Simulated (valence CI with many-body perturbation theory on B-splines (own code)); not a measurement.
**E1 line list for Ga XVII**

Level of theory: valence CI with perturbative core correlation (CI+MBPT): five valence electrons over a frozen Dirac-Fock core [Ne], a basis of 9 s, 9 p, 8 d, 6 f, 3 g, 1 h functions for each j, with the one-electron correlation potential Σ1, the two-electron term Σ2, the three-electron term Σ3, Breit, model QED; selected CI, second order for the rest (own B-spline code, finite nucleus).

No measured levels were compared; by estimate levels of excited configurations hold to 0.05 to 0.15 % of their energy, terms of the ground configuration to about 0.5 %. Among the levels kept, up to 460 cm⁻¹ of a level comes from second order outside the variational space, and about a tenth of that is noise between levels of different J, which matters for small intervals.

Lines 101 to 150 of 168 in falling wavelength, among levels below 913580 cm⁻¹, chosen from the strongest by gf and those to the six lowest levels. Wavelengths and rates use the calculated energies, so an error of 300 cm⁻¹ moves a line at 17.15 nm by 0.051 % and its rate by three times that or more. Electric multipoles are in the length gauge, E1 and E2 with the static RPA response of the core. Weak lines are less certain than strong ones. Lines between different terms over intervals too small for the method are left out, as are lines whose strength nearly cancels. The highest levels of a list are the least certain.

Names give the largest LS component (configuration and term), which can be under half, so a name can repeat, a term be missing and a line seem to break the LS rules; names also repeat where a configuration has a term twice. Letters in brackets count levels of one name in rising energy.

| λ vac (nm) | Upper | Lower | A (s⁻¹) | S (a.u.) with core polarisation | S without |
| --- | --- | --- | --- | --- | --- |
| 17.15 | 3s2.3p2.3d 4F_5/2 | 3s2.3p3 4S°_3/2 | 5.24e+08 | 7.83e-03 | 8.05e-03 |
| 17.11 | 3s.3p4 2S_1/2 [b] | 3s2.3p3 4S°_3/2 | 1.79e+08 | 8.85e-04 | 9.13e-04 |
| 17.01 | 3s2.3p2.3d 2P_1/2 [a] | 3s2.3p3 2P°_3/2 | 1.72e+10 | 8.36e-02 | 8.62e-02 |
| 17.00 | 3s2.3p2.3d 2D_3/2 [a] | 3s2.3p3 2P°_3/2 | 2.51e+08 | 2.43e-03 | 2.51e-03 |
| 16.66 | 3s2.3p2.3d 2F_5/2 [a] | 3s2.3p3 4S°_3/2 | 4.83e+08 | 6.62e-03 | 6.80e-03 |
| 16.66 | 3s2.3p2.3d 4P_1/2 | 3s2.3p3 2P°_1/2 | 3.10e+09 | 1.41e-02 | 1.46e-02 |
| 16.37 | 3s2.3p2.3d 2D_5/2 [a] | 3s2.3p3 2P°_3/2 | 5.54e+09 | 7.19e-02 | 7.41e-02 |
| 16.37 | 3s2.3p2.3d 2G_7/2 | 3s2.3p3 2D°_5/2 | 1.48e+09 | 2.56e-02 | 2.63e-02 |
| 16.34 | 3s2.3p2.3d 2P_1/2 [a] | 3s2.3p3 2P°_1/2 | 9.91e+09 | 4.27e-02 | 4.40e-02 |
| 16.33 | 3s2.3p2.3d 2D_3/2 [a] | 3s2.3p3 2P°_1/2 | 4.14e+08 | 3.56e-03 | 3.63e-03 |
| 16.31 | 3s2.3p2.3d 4D_1/2 | 3s2.3p3 4S°_3/2 | 2.42e+08 | 1.04e-03 | 1.06e-03 |
| 16.30 | 3s2.3p2.3d 2P_3/2 [b] | 3s2.3p3 2D°_5/2 | 5.57e+10 | 4.76e-01 | 4.91e-01 |
| 16.28 | 3s2.3p2.3d 4D_3/2 | 3s2.3p3 4S°_3/2 | 1.56e+09 | 1.33e-02 | 1.37e-02 |
| 15.99 | 3s2.3p2.3d 4D_5/2 | 3s2.3p3 4S°_3/2 | 1.91e+09 | 2.31e-02 | 2.38e-02 |
| 15.98 | 3s2.3p2.3d 4P_5/2 | 3s2.3p3 2D°_5/2 | 4.59e+09 | 5.55e-02 | 5.71e-02 |
| 15.96 | 3s2.3p2.3d 2D_3/2 [b] | 3s2.3p3 2P°_3/2 | 8.44e+08 | 6.77e-03 | 6.98e-03 |
| 15.92 | 3s2.3p2.3d 2P_3/2 [b] | 3s2.3p3 2D°_3/2 | 3.65e+10 | 2.91e-01 | 2.99e-01 |
| 15.81 | 3s2.3p2.3d 2D_5/2 [b] | 3s2.3p3 2P°_3/2 | 1.91e+09 | 2.24e-02 | 2.30e-02 |
| 15.77 | 3s2.3p2.3d 4P_3/2 | 3s2.3p3 2D°_5/2 | 4.24e+09 | 3.28e-02 | 3.38e-02 |
| 15.61 | 3s2.3p2.3d 4P_5/2 | 3s2.3p3 2D°_3/2 | 3.29e+09 | 3.71e-02 | 3.81e-02 |
| 15.59 | 3s2.3p2.3d 2P_1/2 [b] | 3s2.3p3 2P°_3/2 | 3.30e+09 | 1.23e-02 | 1.27e-02 |
| 15.47 | 3s2.3p2.3d 2F_5/2 [b] | 3s2.3p3 2P°_3/2 | 1.41e+09 | 1.55e-02 | 1.59e-02 |
| 15.41 | 3s2.3p2.3d 4P_3/2 | 3s2.3p3 2D°_3/2 | 2.81e+06 | 2.03e-05 | 2.03e-05 |
| 15.40 | 3s2.3p2.3d 2D_3/2 [a] | 3s2.3p3 2D°_5/2 | 1.02e+10 | 7.32e-02 | 7.54e-02 |
| 15.36 | 3s2.3p2.3d 2D_3/2 [b] | 3s2.3p3 2P°_1/2 | 1.06e+10 | 7.57e-02 | 7.80e-02 |
| 15.34 | 3s2.3p2.3d 4P_1/2 | 3s2.3p3 2D°_3/2 | 7.77e+09 | 2.77e-02 | 2.85e-02 |
| 15.07 | 3s2.3p2.3d 2P_1/2 [a] | 3s2.3p3 2D°_3/2 | 5.89e+10 | 1.99e-01 | 2.05e-01 |
| 15.06 | 3s2.3p2.3d 2P_3/2 [c] | 3s2.3p3 2P°_3/2 | 6.06e+10 | 4.09e-01 | 4.20e-01 |
| 15.06 | 3s2.3p2.3d 2D_3/2 [a] | 3s2.3p3 2D°_3/2 | 5.30e+09 | 3.57e-02 | 3.67e-02 |
| 15.03 | 3s2.3p2.3d 2P_1/2 [b] | 3s2.3p3 2P°_1/2 | 8.56e+10 | 2.87e-01 | 2.95e-01 |
| 14.98 | 3s2.3p2.3d 2S_1/2 | 3s2.3p3 2P°_3/2 | 8.54e+10 | 2.84e-01 | 2.92e-01 |
| 14.88 | 3s2.3p2.3d 2D_5/2 [a] | 3s2.3p3 2D°_5/2 | 6.56e+10 | 6.40e-01 | 6.59e-01 |
| 14.68 | 3s2.3p2.3d 2P_3/2 [b] | 3s2.3p3 4S°_3/2 | 4.19e+09 | 2.61e-02 | 2.69e-02 |
| 14.56 | 3s2.3p2.3d 2D_5/2 [a] | 3s2.3p3 2D°_3/2 | 3.21e+09 | 2.93e-02 | 3.01e-02 |
| 14.54 | 3s2.3p2.3d 2D_3/2 [b] | 3s2.3p3 2D°_5/2 | 1.86e+10 | 1.13e-01 | 1.16e-01 |
| 14.53 | 3s2.3p2.3d 2P_3/2 [c] | 3s2.3p3 2P°_1/2 | 3.57e+10 | 2.17e-01 | 2.23e-01 |
| 14.46 | 3s2.3p2.3d 2S_1/2 | 3s2.3p3 2P°_1/2 | 2.84e+09 | 8.47e-03 | 8.72e-03 |
| 14.42 | 3s2.3p2.3d 4P_5/2 | 3s2.3p3 4S°_3/2 | 1.09e+11 | 9.71e-01 | 9.99e-01 |
| 14.41 | 3s2.3p2.3d 2D_5/2 [b] | 3s2.3p3 2D°_5/2 | 1.93e+10 | 1.72e-01 | 1.77e-01 |
| 14.29 | 3s2.3p2.3d 2D_3/2 [c] | 3s2.3p3 2P°_3/2 | 3.57e+10 | 2.06e-01 | 2.12e-01 |
| 14.29 | 3s2.3p2.3d 2D_5/2 [c] | 3s2.3p3 2P°_3/2 | 1.21e+11 | 1.05e+00 | 1.08e+00 |
| 14.24 | 3s2.3p2.3d 4P_3/2 | 3s2.3p3 4S°_3/2 | 1.08e+11 | 6.17e-01 | 6.35e-01 |
| 14.23 | 3s2.3p2.3d 2D_3/2 [b] | 3s2.3p3 2D°_3/2 | 8.23e+10 | 4.69e-01 | 4.83e-01 |
| 14.18 | 3s2.3p2.3d 4P_1/2 | 3s2.3p3 4S°_3/2 | 9.74e+10 | 2.74e-01 | 2.82e-01 |
| 14.13 | 3s2.3p2.3d 2F_5/2 [b] | 3s2.3p3 2D°_5/2 | 1.97e+10 | 1.64e-01 | 1.69e-01 |
| 14.12 | 3s2.3p2.3d 2D_5/2 [b] | 3s2.3p3 2D°_3/2 | 1.35e+10 | 1.13e-01 | 1.16e-01 |
| 13.95 | 3s2.3p2.3d 2P_1/2 [a] | 3s2.3p3 4S°_3/2 | 3.00e+10 | 8.03e-02 | 8.27e-02 |
| 13.94 | 3s2.3p2.3d 2P_1/2 [b] | 3s2.3p3 2D°_3/2 | 4.29e+09 | 1.15e-02 | 1.18e-02 |
| 13.94 | 3s2.3p2.3d 2D_3/2 [a] | 3s2.3p3 4S°_3/2 | 1.71e+10 | 9.15e-02 | 9.42e-02 |
| 13.84 | 3s2.3p2.3d 2F_5/2 [b] | 3s2.3p3 2D°_3/2 | 1.17e+11 | 9.19e-01 | 9.45e-01 |
